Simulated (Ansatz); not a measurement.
Consider the formal loss of a carbene: `[SiH3]COCS` → `[CH2]` (triplet) + `[SiH3]OCS`.

Program: Ansatz. Geometries: PBE0-D4/def2-TZVP. ΔE: electronic, gas phase. CCSD(T)/CBS is the MP2 limit (def2-TZVPP, def2-QZVPP) plus CCSD(T) − MP2 in def2-TZVPP, frozen cores. This one scheme is used for every species. Functionals use def2-TZVPP. Triplets are unrestricted, without spin–orbit coupling. Each species was taken in one conformer, which may not be the lowest.

CCSD(T)/CBS gives +303.2 kJ/mol.

Problem. Another level gave +296.0 kJ/mol. Which?
A. ωB97M-V/def2-TZVPP
B. CAM-B3LYP-D4/def2-TZVPP
C. CAM-B3LYP/def2-TZVPP
D. r2SCAN/def2-TZVPP

Solution. C. CAM-B3LYP 296.0, CAM-B3LYP-D4 302.0, ωB97M-V 309.2, r2SCAN 284.2 kJ/mol.

Problem. What do rigid-rotor, harmonic-oscillator terms from PBE0-D4/def2-TZVP frequencies (298.15 K, 1 bar) make of the CCSD(T)/CBS value? (Estimate.)

Solution. The calculation gave: ΔZPE = -27.3 kJ/mol, ΔH = +283.0 kJ/mol, ΔS = 178 J/(mol·K), ΔG = +230.0 kJ/mol. Open shells count their whole term as degenerate. Modes under 50 cm⁻¹ make the entropy rough.

Largest T1 diagnostic among the species: 0.012.

From r2SCAN to r2SCAN0 (25 % exact exchange), in def2-TZVPP and without D4, ΔE moves by −8.1 kJ/mol. The D4 term adds +10.8 kJ/mol with B3LYP and +5.9 kJ/mol with PBE0; it sums over pairs of atoms, weighted by their polarisabilities, and B3LYP, whose exchange is more repulsive, gets the larger term. In def2-TZVPP, CCSD(T) changes the Hartree–Fock value by +149.5 kJ/mol (the triples alone add +14.0 kJ/mol) and MP2 by +155.9 kJ/mol.

CCSD(T)/CBS has its own doubt, a few kJ/mol and more with outer-core shells, so smaller differences from it don't rank the levels.

B3LYP here is the variant with VWN-RPA as its local correlation; programs differ in this.
